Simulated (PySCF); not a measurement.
## Stretching CuH

Set-up: Cu cc-pVDZ-PP with ECP10, H cc-pVDZ; scalar-relativistic core potentials (PySCF 2.14). Energies in eV from Cu (3d10 4s1) + H in their ground configurations at the same level. All curves are PBE0. state 1: ¹Σ⁺ (singlet), closed shell; state 2: ³Σ⁺ (triplet), unpaired electrons σ ↑↑, a second solution, started from another occupation.

```tsv
R (Å)	state 1	state 2
1.259	-2.308	0.0350
1.318	-2.529	-0.2844
1.376	-2.655	-0.4988
1.420	-2.701	-0.6049
1.464	-2.714	-0.6733
1.508	-2.701	-0.7109
1.567	-2.650	-0.7224
1.640	-2.546	-0.6902
1.728	-2.380	-0.6053
1.845	-2.118	-0.4498
```

Task: Put a parabola through the three lowest points of the state 1 curve and estimate Re, k and ωe (reduced mass 0.9919 u; 1 eV/Å² = 0.16022 mdyn/Å; ωe = 1302.8·√(k/μ) cm⁻¹).

Result: Through R = 1.42, 1.464, 1.508 Å the second-order coefficient is 6.71 eV/Å², so Re ≈ 1.464 Å, k ≈ 2.15 mdyn/Å and ωe ≈ 1919 cm⁻¹. A polynomial fit of higher order to the unrounded PBE0 energies gives Re = 1.462 Å, k = 2.24 mdyn/Å, ωe = 1957 cm⁻¹; anharmonicity and rounding make the difference.

The higher-order fit for each curve: state 1: Re = 1.462 Å, ωe = 1957 cm⁻¹, De = 2.71 eV; state 2: Re = 1.555 Å, ωe = 1693 cm⁻¹, minimum 0.72 eV below the ground-state fragments.
